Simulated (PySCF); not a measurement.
C2H2Cl2, triplet, at a GFN2-xTB geometry (a higher spin typed on purpose: for a closed-shell molecule this is an excited state); PySCF with TPSS/6-31G*.

PySCF was given this input:
```python
from pyscf import gto, scf, dft

mol = gto.M(
    atom='''
Cl    1.845802    0.105022    0.365429
C     0.627567   -0.338636   -0.779022
C    -0.613640    0.330103   -0.793643
Cl   -1.851995   -0.101228    0.333799
H     0.791346   -1.311577   -1.211456
H    -0.769641    1.298279   -1.239441
''',
    basis='6-31g*',
    charge=0,
    spin=2,
    verbose=4,
)

mf = dft.UKS(mol)
mf.xc = 'tpss'
mf.kernel()
mf.analyze()
```

What the program printed (banner, timings and long lists left out):

```
PySCF version 2.14.0

[INPUT] verbose = 4
[INPUT] num. atoms = 6
[INPUT] num. electrons = 48
[INPUT] charge = 0
[INPUT] spin (= nelec alpha-beta = 2S) = 2
[INPUT] symmetry False subgroup None
[INPUT] Mole.unit = angstrom
[INPUT] Symbol           X                Y                Z      unit          X                Y                Z       unit  Magmom
[...]
nuclear repulsion = 178.813868386266
number of shells = 32
number of NR pGTOs = 164
number of NR cGTOs = 68
basis = 6-31g*
ecp = {}

******** <class 'pyscf.dft.uks.UKS'> ********
method = UKS
initial guess = minao
damping factor = 0
level_shift factor = 0
DIIS = <class 'pyscf.scf.diis.CDIIS'>
diis_start_cycle = 1
diis_space = 8
diis_damp = 0
SCF conv_tol = 1e-09
SCF conv_tol_grad = None
SCF max_cycles = 50
direct_scf = True
direct_scf_tol = 1e-13
number electrons alpha = 25  beta = 23
XC library pyscf.dft.libxc version 7.1.2
    S. Lehtola, C. Steigemann, M. J. T. Oliveira, and M. A. L. Marques,  SoftwareX 7, 1–5 (2018)
XC functionals = tpss
    J. Tao, J. P. Perdew, V. N. Staroverov, and G. E. Scuseria,  Phys. Rev. Lett. 91, 146401 (2003)
    J. P. Perdew, J. Tao, V. N. Staroverov, and G. E. Scuseria,  J. Chem. Phys. 120, 6898 (2004)
    J. Tao, J. P. Perdew, V. N. Staroverov, and G. E. Scuseria,  Phys. Rev. Lett. 91, 146401 (2003)
    J. P. Perdew, J. Tao, V. N. Staroverov, and G. E. Scuseria,  J. Chem. Phys. 120, 6898 (2004)
radial grids:
    Treutler-Ahlrichs [JCP 102, 346 (1995); DOI:10.1063/1.469408] (M4) radial grids

becke partition: Becke, JCP 88, 2547 (1988); DOI:10.1063/1.454033
pruning grids: <function nwchem_prune>
grids dens level: 3
symmetrized grids: False
atomic radii adjust function: <function treutler_atomic_radii_adjust>
small_rho_cutoff = 0
Set gradient conv threshold to 3.16228e-05
tot grids = 85616
init E= -998.077842110076

cycle= 1 E= -997.70028546284  delta_E= 0.378  |g|= 0.134  |ddm|= 1.94
cycle= 2 E= -997.708894497359  delta_E= -0.00861  |g|= 0.0898  |ddm|= 0.371
cycle= 3 E= -997.713551541028  delta_E= -0.00466  |g|= 0.0324  |ddm|= 0.18
cycle= 4 E= -997.713857182304  delta_E= -0.000306  |g|= 0.024  |ddm|= 0.0684
cycle= 5 E= -997.714202634886  delta_E= -0.000345  |g|= 0.00465  |ddm|= 0.03
cycle= 6 E= -997.714215107785  delta_E= -1.25e-05  |g|= 0.00103  |ddm|= 0.00734
cycle= 7 E= -997.714215936025  delta_E= -8.28e-07  |g|= 0.000292  |ddm|= 0.0021
cycle= 8 E= -997.714216009042  delta_E= -7.3e-08  |g|= 7.87e-05  |ddm|= 0.000643
[...]
converged SCF energy = -997.714216013491  <S^2> = 2.0052731  2S+1 = 3.0035134
Total Energy =                        -997.714216013491409
[...]
spin_pop of  1 C 2pz       0.41714
spin_pop of  1 C 3px       0.00078
spin_pop of  1 C 3py       0.00066
spin_pop of  1 C 3pz       0.00177
spin_pop of  1 C 3dxy     -0.00015
spin_pop of  1 C 3dyz     -0.00052
spin_pop of  1 C 3dz^2    -0.00030
spin_pop of  1 C 3dxz      0.00020
spin_pop of  1 C 3dx2-y2    0.00013
spin_pop of  2 C 1s       -0.00001
spin_pop of  2 C 2s        0.04698
spin_pop of  2 C 3s       -0.00013
spin_pop of  2 C 2px       0.12284
spin_pop of  2 C 2py       0.22673
spin_pop of  2 C 2pz       0.41858
spin_pop of  2 C 3px       0.00075
spin_pop of  2 C 3py       0.00069
spin_pop of  2 C 3pz       0.00177
spin_pop of  2 C 3dxy     -0.00015
spin_pop of  2 C 3dyz     -0.00054
spin_pop of  2 C 3dz^2    -0.00030
spin_pop of  2 C 3dxz      0.00021
spin_pop of  2 C 3dx2-y2    0.00014
spin_pop of  3 Cl 1s        0.00000
spin_pop of  3 Cl 2s       -0.00000
spin_pop of  3 Cl 3s        0.00443
spin_pop of  3 Cl 4s        0.00026
spin_pop of  3 Cl 2px       0.00000
spin_pop of  3 Cl 2py       0.00000
spin_pop of  3 Cl 2pz       0.00000
spin_pop of  3 Cl 3px       0.06391
spin_pop of  3 Cl 3py       0.03141
spin_pop of  3 Cl 3pz       0.08165
spin_pop of  3 Cl 4px       0.00031
spin_pop of  3 Cl 4py       0.00028
spin_pop of  3 Cl 4pz       0.00047
spin_pop of  3 Cl 3dxy      0.00051
spin_pop of  3 Cl 3dyz      0.00009
spin_pop of  3 Cl 3dz^2     0.00131
spin_pop of  3 Cl 3dxz     -0.00006
spin_pop of  3 Cl 3dx2-y2   -0.00002
spin_pop of  4 H 1s       -0.00226
spin_pop of  4 H 2s        0.00014
spin_pop of  5 H 1s       -0.00226
spin_pop of  5 H 2s        0.00014
 ** Mulliken Spin Density (per atom)  **
spin density of  0 Cl =      0.18456
spin density of  1 C =      0.81757
spin density of  2 C =      0.81757
spin density of  3 Cl =      0.18456
spin density of  4 H =     -0.00213
spin density of  5 H =     -0.00213
 ** Mulliken pop alpha/beta on meta-lowdin orthogonal AOs **
 ** Mulliken pop       alpha | beta **
In total            25.00000 | 23.00000
 ** Mulliken atomic charges   ( Nelec_alpha | Nelec_beta ) **
charge of  0Cl =     -0.01419  (     8.59937      8.41481 )
charge of  1C =     -0.12389  (     3.47073      2.65316 )
charge of  2C =     -0.12389  (     3.47073      2.65316 )
charge of  3Cl =     -0.01418  (     8.59937      8.41481 )
charge of  4H =      0.13807  (     0.42990      0.43203 )
charge of  5H =      0.13808  (     0.42990      0.43203 )
Dipole moment(X, Y, Z, Debye):  0.01023, -0.00627, -1.15698
```
